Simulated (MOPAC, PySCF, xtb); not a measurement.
Constitutional and geometric isomers with formula C2H6OSi. All species are isolated molecules in the gas phase. One relaxed conformer stands for each flexible species; it need not be the lowest. Strings in code marks are SMILES.

Quantity: electronic energy of isomers of C2H6OSi relative to `C[Si](C)=O`, in kJ/mol. Semi-empirical values (MOPAC) are differences of heats of formation.

Level 1: PBE-D3(BJ)/def2-TZVP // B3LYP-D3(BJ)/def2-TZVP (PySCF)
Level 2: PBE/6-31G* // B3LYP-D3(BJ)/def2-TZVP (PySCF)
Level 3: GFN2-xTB (xtb)
Level 4: PM7 // B3LYP-D3(BJ)/def2-TZVP (MOPAC)

```csv
species,level 1,level 2,level 3,level 4
`C1C[SiH2]O1`,81.1,65.3,65.7,45.6
`C/C=[SiH]/O` (C–Si–O–H torsion 0°),120.8,132.9,158.4,38.80
`C=C(O)[SiH3]` (Si–C–O–H torsion 0°),189.4,185.2,220.6,175.1
```
